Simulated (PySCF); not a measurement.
## Computed structure and properties of [Nd(H2O)4]3+

System: [Nd(H2O)4]3+ (singlet in the valence; each metal's 4f electrons, 3 of them, lie in its core potential, out of spins and levels); start: displaced along the imaginary mode (S4). Method: PySCF 2.14.0, RKS PBE, Nd lcecp-1-SVP with ECP49, O def2-SVP, H def2-SVP; non-relativistic Hamiltonian with scalar-relativistic core potentials where named; density fitting; no spin-orbit coupling.

Input of the relaxation:

```python
mol = gto.M(atom='''
Nd     0.00000    -0.00000    -0.00000
O      1.35686     1.37030     1.36239
H      1.93431     1.07009     2.15405
H      1.52812     2.37548     1.25977
O     -1.35686    -1.36239     1.37030
H     -1.52812    -1.25977     2.37548
H     -1.93431    -2.15405     1.07009
O      1.35686    -1.37030    -1.36239
H      1.52812    -2.37548    -1.25977
H      1.93431    -1.07009    -2.15405
O     -1.35686     1.36239    -1.37030
H     -1.93431     2.15405    -1.07009
H     -1.52812     1.25977    -2.37548''',
    basis={'Nd': 'lcecp-1-SVP', 'O': 'def2-SVP', 'H': 'def2-SVP'},
    ecp={'Nd': 'lcecp-1-SVP'},
    charge=3, spin=0)
mf = dft.RKS(mol, xc='PBE')
mf.grids.atom_grid = (50, 194)  # f atoms: unpruned, at least (60, 302)
mf = mf.density_fit()  # fitting sets: Nd AutoAux, O def2-universal-JKFIT, H def2-universal-JKFIT
mf.conv_tol = 1e-08; mf.max_cycle = 55
mf.kernel(dm0)  # dm0: converged density of the start geometry
# quasi-Newton relaxation in Cartesian coordinates to a largest gradient under 0.00045 Eh/bohr, steps kept in the point group
```

Run from Python with OMP_NUM_THREADS=2; the lines above give its settings. Where DIIS fails, smearing, a level shift and second-order steps follow.
It took 2.2 min on 2 threads of Arm Neoverse V1, on a shared host, from the converged density of the start.

Course of the relaxation:

```tsv
step	energy above end (eV)	largest force component within the symmetry (eV/Å)
0	0.2233	1.238
1	0.0367	0.073
2	0.0339	0.021
3	0.0312	0.238
4	0.0272	0.126
5	0.0206	0.052
6	0.0187	0.297
7	0.0130	0.177
12	0.0017	0.135
13	0.0005	0.065
14	0.0004	0.076
15	0.0002	0.052
16	0.0001	0.024
17	0.0000	0.014
```
(The steps between are left out.)

Relaxed geometry (S4):

```xyz
13

Nd    0.0000    0.0000    0.0000
O     1.4115    1.3692    1.3039
H     2.2202    1.1064    1.8186
H     1.3492    2.3481    1.4653
O    -1.4112   -1.3041    1.3692
H    -1.3495   -1.4650    2.3480
H    -2.2202   -1.8186    1.1064
O     1.4115   -1.3692   -1.3039
H     1.3492   -2.3481   -1.4653
H     2.2202   -1.1064   -1.8186
O    -1.4112    1.3041   -1.3692
H    -2.2202    1.8186   -1.1064
H    -1.3495    1.4650   -2.3480
```

```csv
contact,Å
Nd1–O2 (H2O),2.359
Nd1–O5 (H2O),2.359
Nd1–O8 (H2O),2.359
Nd1–O11 (H2O),2.359
```

On the finer grid (75, 302):

```json
{
 "HOMO": "-22.09 eV",
 "LUMO": "-16.21 eV",
 "Dipole about the centre of mass": "0.00 D",
 "Set of Mulliken populations of Nd1 outside the core potential": "s 2.15, p 6.22, d 0.95, f 0.06",
 "D3(BJ) dispersion energy (not in the energies)": "-0.191 eV"
}
```

| atom | Mulliken (e) | Löwdin (e) | spin (e) |
| --- | --- | --- | --- |
| Nd1 | 1.62 | 1.25 | 0.00 |
| O2 | -0.27 | 0.03 | 0.00 |
| H3 | 0.31 | 0.20 | 0.00 |
| H4 | 0.31 | 0.20 | 0.00 |
| O5 | -0.27 | 0.03 | 0.00 |
| H6 | 0.31 | 0.20 | 0.00 |
| H7 | 0.31 | 0.20 | 0.00 |
| O8 | -0.27 | 0.03 | 0.00 |
| H9 | 0.31 | 0.20 | 0.00 |
| H10 | 0.31 | 0.20 | 0.00 |
| O11 | -0.27 | 0.03 | 0.00 |
| H12 | 0.31 | 0.20 | 0.00 |
| H13 | 0.31 | 0.20 | 0.00 |

The 4f levels lie in the core potential and are missing. Their spin isn't counted.

On the grid (50, 194), as all that follows. Harmonic modes: a minimum within the noise of the softest modes; lowest 9 cm⁻¹ (negative: unstable), highest 3535 cm⁻¹, zero-point energy 2.573 eV.

Taking off one H2O (charge 0, singlet; the rest: singlet) in vacuum, both parts rigid, costs 3.30 eV; the small basis without counterpoise inflates it. Parting with an electron moved from the ligand to the metal can be far cheaper, even downhill.

Rigid scan of H2O along the line from its metal:

```
distance to O2 (Å)  energy (eV)
              2.06        0.569
              2.16        0.216
              2.26        0.046
              2.36        0.000
              2.46        0.036
              2.56        0.124
              2.76        0.384
```

One start shape was tried, so this needn't be the lowest isomer.

An lcecp potential fixes the number of 4f electrons, so in runs with it no electron can move into or out of that shell.
